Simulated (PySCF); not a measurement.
H₃RuO₂, doublet: data card

These are results of UPBE0 in PySCF with Ru def2-TZVP with ECP28, O def2-TZVP, H def2-TZVP; scalar-relativistic core potentials, no spin–orbit coupling; density-fitted integrals, not measurements.

The structure is a minimum.

* Point group: Cs
* Bond lengths: Ru–H 1.575 Å (×2), Ru–H 1.599 Å, Ru–O 1.670 Å, Ru–O 1.697 Å
* Bond angles: H–Ru–H 58.5° (×2), H–Ru–H 116.0°, H–Ru–O 98.8° (×2), H–Ru–O 110.5° (×2), H–Ru–O 116.1°, H–Ru–O 122.1°, O–Ru–O 121.8°
* Zero-point energy: 72.5 kJ/mol
* Rotational symmetry number: 1
* Principal polarisabilities: 37.8, 42.0, 50.5 bohr³
* Highest occupied level (α): -7.23 eV
* Heat capacity Cp at 298.15 K: 72.7 J/(mol K)
* Dipole moment: 2.70 D
* Enthalpy at 298.15 K above 0 K: 15.01 kJ/mol
* Entropy at 298.15 K and 1 bar (electronic part: spin only): 300.8 J/(mol K)
* Lowest empty level (β): -3.18 eV
* Rotational constants: 0.6711, 0.2313, 0.1856 cm⁻¹
* Principal quadrupole moments (Buckingham, traceless) about the centre of mass: -7.48, 3.34, 4.13 D Å
* Atomisation energy without zero-point energy: 1671 kJ/mol
* Spin squared ⟨S²⟩: 0.776

Harmonic modes (masses in u: Ru 101.904, O 15.995, H 1.008):
```csv
symmetry,ω (cm⁻¹),IR (km/mol),type
a',246,18.6,bend
a'',287,0.5,bend
a',319,2.7,bend
a'',476,107,bend
a'',639,0.0,bend
a',726,97.9,bend
a',875,124,bend
a',1001,31.3,bend
a',1024,90.6,mixed
a',2145,0.9,stretch
a'',2190,0.3,stretch
a',2190,3.0,stretch
```

Charges (e):
```csv
atom,Mulliken,Löwdin,polar tensor,spin (Mulliken),Mayer order to Ru1
Ru1,0.74,0.24,0.82,0.41,–
O2,-0.50,-0.25,-0.49,0.47,1.63
O3,-0.54,-0.27,-0.60,0.21,1.66
H4,0.10,0.09,0.13,-0.02,0.79
"H5,6",0.10,0.09,0.07,-0.03,0.85
```
Other Mayer orders above 0.3: O–O 0.32.

Mulliken populations on Ru1 (electrons outside its core potential): s 2.44, p 6.59, d 6.19, f 0.03.

Other isomers or separated fragments may lie lower. With open d or f shells other occupations or spin states may lie lower.

The final relaxation and frequency run took 110 s on 4 threads of a shared Arm Neoverse V2 host, with 120 basis functions and 26 gradients; the process peaked at 1.7 GiB.
